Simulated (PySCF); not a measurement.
# Vibration and rotation of BePb⁻

UHF-CCSD(T) constants of BePb⁻, ⁴Σ⁻ (quartet), unpaired electrons σ ↑, π ↑↑ (basis Be def2-SVPD, Pb def2-SVPD with ECP60; scalar-relativistic core potentials; PySCF 2.14; masses 9.0122 and 207.9766 u):

| Quantity | Value |
| --- | --- |
| ωe | 316.9 cm⁻¹ |
| ωexe | 4.71 cm⁻¹ |
| Be | 0.29063 cm⁻¹ |
| αe | 0.00468 cm⁻¹ |
| D (centrifugal) | 9.78e-07 cm⁻¹ |
| De to Be + Pb⁻ | 0.84 eV |

Q: Give the vibrational terms G(v) and spacings up to v = 3.

A: G(v) = ωe(v+½) − ωexe(v+½)².

```json
{"v": "0", "G(v) (cm⁻¹)": "157", "G(v) − G(v−1)": "", "Bv (cm⁻¹)": "0.2883"}
{"v": "1", "G(v) (cm⁻¹)": "465", "G(v) − G(v−1)": "307", "Bv (cm⁻¹)": "0.2836"}
{"v": "2", "G(v) (cm⁻¹)": "763", "G(v) − G(v−1)": "298", "Bv (cm⁻¹)": "0.2789"}
{"v": "3", "G(v) (cm⁻¹)": "1051", "G(v) − G(v−1)": "289", "Bv (cm⁻¹)": "0.2742"}
```

Q: How well does the Morse estimate ωe²/(4ωexe) reproduce De, and what is D0?

A: It gives 0.66 eV, 79 % of the computed De. D0 = De − G(0) = 0.84 − 0.02 = 0.82 eV.

Correlated steps freeze 4 core orbitals. Correlated levels converge slowly with the basis: in double zeta they bind strong bonds too weakly, by up to about 1 eV, and carry superposition errors of some tenths. These are scalar-relativistic numbers at best; spin–orbit coupling would shift them, the dissociation energy most. For an ion De counts to the pair picked by the measured ionisation energies or electron affinities, which need not be the lowest pair at this level. The state was picked by a PBE0 search and need not be the measured ground state.
